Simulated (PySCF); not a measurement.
Job file and geometry (Å, from GFN2-xTB) of an NMR shielding run on `B(C)C1([SiH2]S[SiH3])C=C1`, C₄H₁₁BSSi₂, GIAO PBE0/pcSseg-1 NMR shielding, non-relativistic, gas phase (PySCF 2.14.0, density-fitted response routines); density fitting, a coarse starting grid and PySCF grid level 2 are the driver's defaults:

```
$ OMP_NUM_THREADS=1 python probes_run.py task.json out

{"job": {"kind": "nmr", "xc": "PBE0", "basis": "pcSseg-1"}, "charge": 0, "multiplicity": 1}
C     -3.434233    -0.458256    -0.691688
B     -1.910052    -0.546955    -1.074305
C     -0.794780    -0.134478    -0.092008
Si     1.000182    -0.170415    -0.677884
S      2.133068     0.693994     0.946265
Si     4.145012     0.612033     0.237612
C     -1.022084    -0.342622     1.425858
C     -1.127927     0.873204     1.038451
H     -3.952437     0.220072    -1.369482
H     -3.922977    -1.424161    -0.815242
H     -3.621781    -0.117081     0.324231
H     -1.604524    -0.928251    -2.142330
H      1.517302    -1.520141    -0.907010
H      1.244715     0.652189    -1.862691
H      4.211140     1.250812    -1.070734
H      4.884425     1.337764     1.254681
H      4.550886    -0.784949     0.140260
H     -1.022630    -1.113441     2.152917
H     -1.283108     1.909932     1.190802
```

Question: What does the program print?

Answer: 
```
coarse grid: 17128 points
cycle   1  E = -1160.2290054448  dE =  7.583e-01  |g| = 4.607e-01  |ddm| = 3.933e+00
cycle   2  E = -1160.2190548777  dE =  9.951e-03  |g| = 5.061e-01  |ddm| = 1.102e+00
cycle   3  E = -1160.2888008360  dE = -6.975e-02  |g| = 5.320e-02  |ddm| = 6.270e-01
cycle   4  E = -1160.2893346263  dE = -5.338e-04  |g| = 2.743e-02  |ddm| = 8.187e-02
cycle   5  E = -1160.2895111496  dE = -1.765e-04  |g| = 7.774e-03  |ddm| = 3.046e-02
cycle   6  E = -1160.2895235924  dE = -1.244e-05  |g| = 3.722e-03  |ddm| = 1.023e-02
cycle   7  E = -1160.2895269736  dE = -3.381e-06  |g| = 6.314e-04  |ddm| = 3.206e-03
final grid: 150736 points
cycle   8  E = -1160.3355764100  dE = -3.649e-05  |g| = 7.743e-03  |ddm| = 3.304e-02
cycle   9  E = -1160.3355702409  dE =  6.169e-06  |g| = 9.114e-03  |ddm| = 1.851e-02
cycle  10  E = -1160.3355918738  dE = -2.163e-05  |g| = 9.529e-04  |ddm| = 1.018e-02
cycle  11  E = -1160.3355920607  dE = -1.869e-07  |g| = 3.662e-04  |ddm| = 1.037e-03
cycle  12  E = -1160.3355920919  dE = -3.119e-08  |g| = 1.087e-04  |ddm| = 3.666e-04
cycle  13  E = -1160.3355920945  dE = -2.639e-09  |g| = 3.285e-05  |ddm| = 1.076e-04
cycle  14  E = -1160.3355920948  dE = -2.760e-10  |g| = 4.426e-06  |ddm| = 4.078e-05
converged SCF energy = -1160.3355920948

GIAO shielding tensors (ppm)
atom      isotropic    diamagn.    paramagn.     s11        s22        s33       span
  0 C      176.517     252.093     -75.576    146.080    182.043    201.429     55.350
  1 B       15.026     190.901    -175.875    -57.964    -15.932    118.974    176.939
  2 C      169.068     249.964     -80.896     89.606    161.070    256.529    166.923
  3 Si     372.256     881.316    -509.061    315.279    368.460    433.027    117.748
  4 S      827.412    1062.142    -234.730    806.637    817.201    858.399     51.761
  5 Si     410.520     879.473    -468.953    372.211    400.147    459.203     86.991
  6 C       73.716     257.235    -183.519    -65.003    123.483    162.669    227.672
  7 C       71.968     257.202    -185.235    -68.640    120.006    164.537    233.177
  8 H       31.250      28.119       3.131     27.315     28.501     37.935     10.620
  9 H       31.157      27.874       3.283     27.292     28.310     37.870     10.578
 10 H       30.515      31.686      -1.171     26.067     31.932     33.546      7.479
 11 H       23.912      30.914      -7.001     17.778     25.806     28.153     10.375
 12 H       26.714      31.275      -4.561     22.797     25.477     31.868      9.072
 13 H       26.670      31.336      -4.665     22.693     25.500     31.818      9.125
 14 H       27.070      28.460      -1.390     22.917     25.257     33.035     10.118
 15 H       27.074      28.335      -1.260     22.867     24.820     33.535     10.668
 16 H       27.067      28.449      -1.382     22.832     25.084     33.284     10.451
 17 H       24.960      33.965      -9.004     21.506     25.924     27.452      5.946
 18 H       24.735      34.169      -9.434     21.012     26.148     27.044      6.032
```

Size and cost of the density-fitted run: 212 basis functions, 31 s wall time on 1 thread of an Arm Neoverse V2, shared host; peak memory 0.95 GiB.
